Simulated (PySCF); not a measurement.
**J couplings in N-Methyldiacetamide**

Molfile (atoms numbered from 1):
```
C5H9NO2
     RDKit          3D

 17 16  0  0  0  0  0  0  0  0999 V2000
    2.1499    0.5464   -0.2060 C   0  0  0  0  0  0  0  0  0  0  0  0
    0.6559    0.6483   -0.3996 C   0  0  0  0  0  0  0  0  0  0  0  0
    0.1757    1.4829   -1.1293 O   0  0  0  0  0  0  0  0  0  0  0  0
   -0.1005   -0.2702    0.3101 N   0  0  0  0  0  0  0  0  0  0  0  0
    0.5608   -1.2546    1.1510 C   0  0  0  0  0  0  0  0  0  0  0  0
   -1.5048   -0.3431    0.2849 C   0  0  0  0  0  0  0  0  0  0  0  0
   -2.2532    0.6513   -0.5433 C   0  0  0  0  0  0  0  0  0  0  0  0
   -2.0673   -1.1970    0.9288 O   0  0  0  0  0  0  0  0  0  0  0  0
    2.4188    0.7122    0.8343 H   0  0  0  0  0  0  0  0  0  0  0  0
    2.6169    1.3119   -0.8205 H   0  0  0  0  0  0  0  0  0  0  0  0
    2.5196   -0.4295   -0.5103 H   0  0  0  0  0  0  0  0  0  0  0  0
    1.2086   -1.9019    0.5607 H   0  0  0  0  0  0  0  0  0  0  0  0
   -0.2177   -1.8617    1.6112 H   0  0  0  0  0  0  0  0  0  0  0  0
    1.1421   -0.7710    1.9352 H   0  0  0  0  0  0  0  0  0  0  0  0
   -1.9730    0.5666   -1.5904 H   0  0  0  0  0  0  0  0  0  0  0  0
   -2.0224    1.6662   -0.2292 H   0  0  0  0  0  0  0  0  0  0  0  0
   -3.3163    0.4551   -0.4243 H   0  0  0  0  0  0  0  0  0  0  0  0
  1  2  1  0
  2  3  2  0
  2  4  1  0
  4  5  1  0
  4  6  1  0
  6  7  1  0
  6  8  2  0
  1  9  1  0
  1 10  1  0
  1 11  1  0
  5 12  1  0
  5 13  1  0
  5 14  1  0
  7 15  1  0
  7 16  1  0
  7 17  1  0
M  END
```

Indirect spin–spin couplings were computed at B3LYP/pcJ-1 (spin–dipole term only in couplings to heteroatoms) (PySCF 2.14.0 with density-fitted response routines) on a GFN2-xTB structure, for the isolated molecule, without vibrational or relativistic corrections. Couplings are averaged over pairs made equivalent by symmetry, fast rotation or ring inversion, so a value needn't be that of the named pair in this geometry, while other rotamers aren't included; one pair stands for each set, and the list holds those of at least 1.5 Hz over up to four bonds, among pairs with at least one C or N or H atom (others weren't computed).

Isotopes: ¹³C, ¹H, ¹⁷O, ¹⁵N. Couplings to quadrupolar nuclei such as 17O and 33S are rarely resolved in practice.

```tsv
pair	bonds	J (Hz)
C1, C2	1	55.6
C1, H9	1	?
C2, O3	1	28.9
C2, N4	1	?
N4, C5	1	-12.2
C5, H12	1	?
C1, O3	2	?
C1, N4	2	-7.0
C2, C5	2	1.7
C2, C6	2	?
C2, H9	2	-6.0
H9, H10	2	-15.2
H12, H13	2	-13.9
C2, H12	3	3.1
O3, H9	3	-1.7
O8, H15	3	-2.2
C1, O8	4	-2.4
```

Problem. Estimate the withheld couplings, with signs.

Solution. 
- ¹J(C1,H9) = 136.3 Hz (mean over equivalent pairs that range from 131.9 to 140.8 Hz in this conformer)
- ¹J(C2,N4) = -10.5 Hz (mean over equivalent pairs that range from -12.3 to -8.7 Hz in this conformer)
- ¹J(C5,H12) = 144.5 Hz (bond length 1.090 Å, sp3 carbon)
- ²J(C1,O3) = -2.6 Hz (angle at C2 121°)
- ²J(C2,C6) = 2.3 Hz (angle at N4 125°)
